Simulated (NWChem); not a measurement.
System: SiF$_{2}$, singlet; SMILES F[Si]F

Here is an NWChem input.

```
start job
memory heap 200 mb stack 900 mb global 1100 mb
geometry units angstroms noautosym nocenter noautoz
  Si     0.000000     0.000000     0.571380
  F      1.246000     0.000000    -0.460237
  F     -1.246000     0.000000    -0.460237
end
basis spherical
  Si library def2-svp
  F library def2-svp
end
dft
  xc xpbe96 cpbe96
  iterations 150
end
property
  response 1 0.0
end
task dft property
```

Output (shortened):

```
             Northwest Computational Chemistry Package (NWChem) 7.3.0
             --------------------------------------------------------

                             Geometry "geometry" -> ""
                             -------------------------

 Output coordinates in angstroms (scale by  1.889725989 to convert to a.u.)

  No.       Tag          Charge          X              Y              Z
 ---- ---------------- ---------- -------------- -------------- --------------
    1 Si                  14.0000     0.00000000     0.00000000     0.57138000
    2 F                    9.0000     1.24600000     0.00000000    -0.46023700
    3 F                    9.0000    -1.24600000     0.00000000    -0.46023700

 Effective nuclear repulsion energy (a.u.)      99.6370880005

  pbe96 is a nonlocal functional; adding pw91lda local functional.
                              NWChem Property Module
                              ----------------------

                                 NWChem DFT Module
                                 -----------------

 Summary of "ao basis" -> "ao basis" (spherical)
 ------------------------------------------------------------------------------
       Tag                 Description            Shells   Functions and Types
 ---------------- ------------------------------  ------  ---------------------
 Si                         def2-svp                 8       18   4s3p1d
 F                          def2-svp                 6       14   3s2p1d

            General Information
            -------------------
          SCF calculation type: DFT
          Wavefunction type:  closed shell.
          No. of atoms     :     3
          No. of electrons :    32
           Alpha electrons :    16
            Beta electrons :    16
          Charge           :     0
          Spin multiplicity:     1
          Use of symmetry is: off; symmetry adaption is: off
          Maximum number of iterations: 150
          AO basis - number of functions:    46
                     number of shells:    20
          Convergence on energy requested:  1.00D-06
          Convergence on density requested:  1.00D-05
          Convergence on gradient requested:  5.00D-04

              XC Information
              --------------
          PerdewBurkeErnzerhof Exchange Functional  1.000
            Perdew 1991 LDA Correlation Functional  1.000 local
           PerdewBurkeErnz. Correlation Functional  1.000 non-local

             Grid Information
             ----------------
          Grid used for XC integration:  medium
          Radial quadrature: Mura-Knowles
          Angular quadrature: Lebedev.
          Tag              B.-S. Rad. Rad. Pts. Rad. Cut. Ang. Pts.
          ---              ---------- --------- --------- ---------
          Si                  1.10       88           6.0       590
          F                   0.50       49           7.0       434
          Grid pruning is: on
          Number of quadrature shells:   186
          Spatial weights used:  Erf1

      Superposition of Atomic Density Guess
      -------------------------------------

 Sum of atomic energies:        -487.32356707

      Non-variational initial energy
      ------------------------------

 Total energy =    -487.503039
 1-e energy   =    -876.901160
 2-e energy   =     289.761033
 HOMO         =      -0.309951
 LUMO         =      -0.018711

   convergence    iter        energy       DeltaE   RMS-Dens  Diis-err
 ---------------- ----- ----------------- --------- --------- ---------
 d= 0,ls=0.0,diis     1   -488.5773255873 -5.88D+02  3.72D-02  7.97D-01
 d= 0,ls=0.0,diis     2   -488.1947470708  3.83D-01  2.25D-02  5.14D+00
 d= 0,ls=0.0,diis     3   -488.6732147909 -4.78D-01  2.44D-03  7.05D-03
 d= 0,ls=0.0,diis     4   -488.6737833449 -5.69D-04  7.22D-04  9.17D-04
 d= 0,ls=0.0,diis     5   -488.6738661017 -8.28D-05  5.57D-05  3.55D-06
 d= 0,ls=0.0,diis     6   -488.6738664505 -3.49D-07  4.09D-06  1.61D-08

         Total DFT energy =     -488.673866450515
      One electron energy =     -877.961018052378
           Coulomb energy =      331.159593306162
    Exchange-Corr. energy =      -41.509529704767
 Nuclear repulsion energy =       99.637088000468

 Numeric. integr. density =       31.999996752681

                       DFT Final Molecular Orbital Analysis
                       ------------------------------------

 Vector   14  Occ=2.000000D+00  E=-3.688804D-01
              MO Center= -6.2D-06, -3.5D-10, -4.3D-01, r^2= 2.0D+00
   Bfn.  Coefficient  Atom+Function         Bfn.  Coefficient  Atom+Function
  ----- ------------  ---------------      ----- ------------  ---------------
    23      0.469957  2 F  py                37     -0.469959  3 F  py
    26     -0.326436  2 F  py                40      0.326437  3 F  py
    14     -0.082472  1 Si d -2

[...]

 DFT Linear Response polarizability / au
 Frequency  =       0.0000000 / au
              X              Y              Z
 -----------------------------------------------
 X      25.8026664      0.0000000      0.0000001
 Y       0.0000000     23.4077254     -0.0000000
 Z       0.0000001     -0.0000000     21.1399484
 -----------------------------------------------
 Eigenvalues =      25.8026664     23.4077254     21.1399484
 Isotropic   =      23.4501134
 Anisotropic =       4.0385328
 -----------------------------------------------

 Magnetic Dipole Response Matrix (nonzero elements):

 Exiting AOResponse driver routine
```

Level: PBE/def2-SVP. Low-valent species are run as closed-shell singlets; no triplet was tried in these runs. The geometry was optimised at B3LYP/6-31G* (spherical d).
